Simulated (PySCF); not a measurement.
# Correlation energy of Se³²⁺ (selenium, charge +32)

1s2, closed-shell 1S. Calculation: PySCF 2.14, in an uncontracted even-tempered set (17 s from 45 bohr⁻², ratio 2.2; 7 p from 68 bohr⁻², ratio 2.4; 4 d from 200 bohr⁻², ratio 2.4; 3 f from 310 bohr⁻², ratio 2.4; 3 g from 460 bohr⁻², ratio 2.4); scalar relativity by spin-free X2C-1e. Frozen: nothing; 2 electrons correlated; the 9 highest virtual orbitals of each spin left out.

With two correlated electrons CCSD is exact within the correlated space (frozen core and kept virtual orbitals).

```tsv
level	correlation energy (mhartree)
CCSD	-50.72
```

Diagnostics: T1 = 3.5e-06, D1 = 0.0000, largest double amplitude 0.001.

Cost of the coupled-cluster step: roughly 5 core-seconds, for 2 correlated electrons.

Iterations:

```
CC2 = 0
CCSD nocc = 1, nmo = 97
frozen orbitals [97, 98, 99, 100, 101, 102, 103, 104, 105]
max_cycle = 100
direct = 0
conv_tol = 1e-08
conv_tol_normt = 1e-06
diis_space = 8
diis_start_cycle = 0
Init t2, MP2 energy = -1152.50537896968  E_corr(MP2) -0.050336984185272
Init E_corr(CCSD) = -0.050336984185272
cycle = 1  E_corr(CCSD) = -0.0507140635828425  dE = -0.000377079398  norm(t1,t2) = 4.8366e-05
cycle = 2  E_corr(CCSD) = -0.0507202907991014  dE = -6.22721626e-06  norm(t1,t2) = 8.36379e-07
cycle = 3  E_corr(CCSD) = -0.0507203895800767  dE = -9.87809752e-08  norm(t1,t2) = 1.58473e-08
cycle = 4  E_corr(CCSD) = -0.0507203894539575  dE = 1.26119115e-10  norm(t1,t2) = 7.99378e-11
CCSD converged
E(CCSD) = -1152.505762374953  E_corr = -0.05072038945395755
```

At this charge the one-electron X2C treatment keeps the bare 1/r₁₂, with no two-electron picture change or Breit term. That inflates the 1s pair energies well beyond their four-component values; and a scalar Hamiltonian misses the large spin-orbit splitting of the p shells, which matters for ns² → np² pairs.
